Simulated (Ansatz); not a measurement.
Basis-set series for CH9NOSi2 (`CO[SiH](N)[SiH3]`). Charge 0, multiplicity 1. The geometry is a stationary point of PBE0-D4/def2-TZVP. It is one conformer, not always the lowest.

```
functional       basis  functions  energy (Eh)  HOMO (eV)  LUMO (eV)
   PBE0-D4    def2-SVP        123   -751.78227      -7.31       0.53
   PBE0-D4  def2-QZVPP        581   -752.22880      -7.45      -0.06
   ωB97M-V    def2-SVP        123   -752.08302      -9.43       2.37
   ωB97M-V  def2-QZVPP        581   -752.53702      -9.58       1.39
```

(1) Give the rows for def2-TZVPP. (Best estimate.)

Answers

(1) Computed: 
| functional | basis | functions | energy (Eh) | HOMO (eV) | LUMO (eV) |
| --- | --- | --- | --- | --- | --- |
| PBE0-D4 | def2-TZVPP | 303 | -752.19841 | -7.42 | 0.08 |
| ωB97M-V | def2-TZVPP | 303 | -752.50830 | -9.55 | 1.73 |

Positive LUMOs are unbound and depend on the basis.
